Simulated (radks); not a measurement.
Results of a calculation; reference values are marked as such.
Question: The mean radii <r> (bohr) of the occupied orbitals of an atom or ion are listed with their occupations. Level of theory: Dirac Kohn-Sham, PBE, spin-unpolarised, spherical densities, point nucleus (a radial shooting solver on a logarithmic mesh with Libxc functionals).

| orbital | occ. | <r> |
|---|---|---|
| 1s1/2 | 2 | 0.02001 |
| 2s1/2 | 2 | 0.08428 |
| 2p1/2 | 2 | 0.07007 |
| 2p3/2 | 4 | 0.07745 |
| 3s1/2 | 2 | 0.2190 |
| 3p1/2 | 2 | 0.2087 |
| 3p3/2 | 4 | 0.2221 |
| 3d3/2 | 4 | 0.1952 |
| 3d5/2 | 6 | 0.1994 |
| 4s1/2 | 2 | 0.4586 |
| 4p1/2 | 2 | 0.4586 |
| 4p3/2 | 4 | 0.4801 |
| 4d3/2 | 1.6 | 0.4753 |
| 4d5/2 | 2.4 | 0.4815 |

Name the element and its charge. Open shells, if any, are shared by 2j + 1.

Answer: Z = 69, thulium, charge +29: Tm29+ in [Kr] 4d4. The 1s radius gives Z: for a bare nucleus <r> = (2 gamma + 1)/(2Z) with gamma = sqrt(1 - (Z/c)^2), 0.01977 bohr for Z = 69, and screening makes it slightly larger (0.02001 here). The occupations add up to 40, and the charge is Z minus that.
